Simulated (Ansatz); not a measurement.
Species: C3H2O, SMILES `O=c1cc1` (charge 0, multiplicity 1).

Problem. Give a relaxed geometry from PBE0-D4/def2-TZVP run with Ansatz (a quantum-chemistry and plane-wave program).

Solution. the end point of this relaxation (outside a Z-matrix the atoms follow the SMILES, hydrogens last).
Z-matrix (Å, degrees):
```
C
C 1 1.3387
H 1 1.0827 2 144.08
H 2 1.0827 1 144.08 3 0.00
C 1 1.4237 3 153.96 2 -180.00
O 5 1.1965 1 151.96 3 0.00
```
